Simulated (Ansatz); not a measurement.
Harmonic frequencies (cm⁻¹) at PBE0-D4/def2-TZVP from Ansatz: 99, 99, 150, 331, 469, 646, 648, 2703, 2703.

Each molecule was computed in one conformer, which needn't be the lowest.

Problem. Which molecule is it?
A. `[SH][Zn][Cl]`
B. `C[O][Zn][Cl]`
C. `[NH2][ZnH]`
D. `[SH][Zn][SH]`

Solution. D.
